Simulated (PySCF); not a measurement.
Input for PySCF: R-B3LYP/3-21G on FGeH3Te (SMILES F[Te][GeH3]), a point of a torsion scan.

```python
from pyscf import gto, scf, dft, mp
from pyscf.data.elements import chemcore

mol = gto.M(
    atom='''
    F     2.59624673    0.64973940   -0.20098962
    Te    1.63482917   -1.03352758    0.28498186
    Ge   -0.65306612   -0.01468652    0.01482686
    H    -1.14455539    0.08404679   -1.40139827
    H    -0.77137839    1.34947070    0.61618468
    H    -1.62006435   -0.90899434    0.72948680
    ''',
    basis='3-21g',
    charge=0, spin=0, verbose=3, max_memory=1800)
mf = dft.RKS(mol, xc='b3lyp')
mf.conv_tol = 1e-8
mf.max_cycle = 100
mf.kernel()
if not mf.converged:
    mf = mf.newton().run(mf.mo_coeff, mf.mo_occ)
```

Predict the final total energy.

-8753.4141 hartree.
